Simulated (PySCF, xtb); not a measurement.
iodine monochloride (ClI), SMILES ClI.

Harmonic wavenumbers (cm⁻¹) from GFN2-xTB (xtb) at its own minimum, in rising order: 366.

**Question.** What does PBE-D3(BJ)/def2-TZVP (PySCF) give at its own minimum? (Estimate from the structure and the level; the computed values follow.)

**Answer.** 374. Paired by order, the mean absolute difference is 8 cm⁻¹ and the zero-point energies are 0.5 and 0.5 kcal/mol.
